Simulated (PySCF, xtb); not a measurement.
dibromo-chloro-fluoromethane (CBr2ClF), SMILES BrC(Br)(Cl)F.

The structure is a stationary point at TPSSh-D3(BJ)/def2-SVP.

Computed with IEF-PCM-PBE0/def2-SVP run with PySCF 2.14.0.

The values are the electrostatic part of the solvation free energy, E(continuum) − E(gas) at the gas-phase geometry, in a cavity of scaled van der Waals radii (PySCF's table); cavitation and dispersion terms are not included. In vacuum the orbital gap is 6.48 eV. The dipole moment in vacuum is 0.40 D.

Computed values in water (ε = 78.36), n-hexane (ε = 1.88), ethylethanoate (ε = 5.99):
```csv
solvent,ε,ΔG(elec) (kcal/mol),dipole (D),gap (eV)
water,78.36,-1.1,0.47,6.54
n-hexane,1.88,-0.4,0.43,6.50
ethylethanoate,5.99,-0.8,0.46,6.52
```

For comparison, GFN2-xTB/ALPB(water) (xtb, at the GFN2-xTB geometry, all terms of that model) gives 0.7 kcal/mol.
